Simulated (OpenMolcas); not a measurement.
# Levels of Nb2+ by method

| Item | Value |
| --- | --- |
| Program | OpenMolcas |
| Basis | ANO-RCC-VTZP [7s6p4d2f1g] |
| Scalar Hamiltonian | DKH2, point nucleus |
| Active space | 3 electrons in 10 orbitals (4d 5d) |
| State averaging | 2S+1 = 4 even, 10 roots; 2S+1 = 2 even, 40 roots |
| Spin-orbit coupling | RASSI with atomic mean-field integrals over the reference wave functions, term energies averaged over their components |

Methods on the same reference wave functions:
A. CASSCF
B. SS-CASPT2, IPEA 0.25 Eh, imaginary shift 0.1 Eh (closed shells correlated: 4s 4p)
C. MS-CASPT2, IPEA 0.25 Eh, imaginary shift 0.1 Eh (closed shells correlated: 4s 4p)

Energies in eV above 4d³ ⁴F_3/2, the measured ground level; measured values from the list in Shadmi, J. Res. Natl. Bur. Stand. 70A, 435 (1966).

```csv
Level,A,B,C,Measured
4d³ ⁴F_3/2,0.0000,0.0000,0.0000,0.0000
4d³ ⁴F_5/2,0.0630,0.0646,0.0646,0.0640
4d³ ⁴F_7/2,0.1456,0.1476,0.1477,0.1459
4d³ ⁴F_9/2,0.2434,0.2439,0.2440,0.2404
4d³ ⁴P_1/2 [73 %],1.3644,1.084,1.084,1.0742
4d³ ⁴P_3/2 [62 %],1.3781,1.067,1.067,1.0672
4d³ ²G_7/2,1.4476,1.188,1.188,1.1451
4d³ ⁴P_5/2,1.4680,1.224,1.224,1.1895
4d³ ²G_9/2,1.5173,1.262,1.262,1.2156
4d³ ²P_3/2 [52 %],1.8757,1.339,1.339,
4d³ ²P_1/2 [73 %],1.8991,1.274,1.274,
4d³ ²H_9/2,1.9139,1.688,1.688,1.6014
4d³ ²H_11/2,1.9590,1.736,1.736,1.6445
4d³ ²D_5/2(1),2.1304,1.706,1.707,1.6234
4d³ ²D_3/2(1) [59 %],2.1407,1.658,1.655,
4d³ ²F_7/2,3.1875,2.612,2.612,2.4625
4d³ ²F_5/2,3.2185,2.642,2.642,2.4766
4d³ ²D_5/2(2),4.9079,4.155,4.154,
4d³ ²D_3/2(2),4.9385,4.185,4.189,
```

Deviations, from unrounded energies. A percentage is the sum of absolute deviations over the sum of measured energies, with the sign that they share, or ± where signs differ.

```
                        Against measurement  Levels      A     B     C
             mean absolute deviation (cm-1)      13   2500   440   440
      fine structure of the ground term (%)       3   ±0.9  +1.3  +1.3
other terms of the ground configuration (%)      10  +26.4  +4.6  +4.6
```

B, C lie about equally close to measurement and A furthest from it. The largest miss of B in the table is 4d³ ²F_5/2, by +1300 cm-1. The ranking rests on the paired levels alone, and a cruder setting can come out closer through cancelling errors.

Between B and C the level of the table that moves most is 4d³ ²D_3/2(2), by 34 cm-1 (lowest in B, highest in C). Moves below CASPT2's spread within the term are not significant.

The two smallest mean deviations differ by little beside CASPT2's spread within terms, so their order carries little weight.

From A to B the spin-free energies of the other terms of 4d³ shown, above ⁴F, scale by factors of 0.63 to 0.87.

The lowest spin-free term lies below A's lowest term by 0.279 hartree in B, 0.279 hartree in C.

Term energies are means over components that CASPT2 splits; among the terms shown or strongly mixed into the levels shown the widest spread is 510 cm-1 (4d³ ⁴F, C). Active for correlation alone: 5d; no level in the range computed is led by a configuration that fills it, so any true level of that kind is missing. Without dynamic correlation excited terms often stand tens of per cent too high (terms of higher spin than the ground term too low), and those without a measured partner can miss by more than the paired ones (holds for A). Measured partners are found by configuration, term and J. A level has none where our copy of the source lacks it or the pairing is in doubt (some pairs that miss far off the trend of their configuration count as doubtful), and it then counts in no deviation. Only configurations of the active space appear.

A share in square brackets marks a mixed level and gives the weight of the term that names it, the lowest over the columns. A number in round brackets counts repeated terms of one configuration in the order of the reference energies.
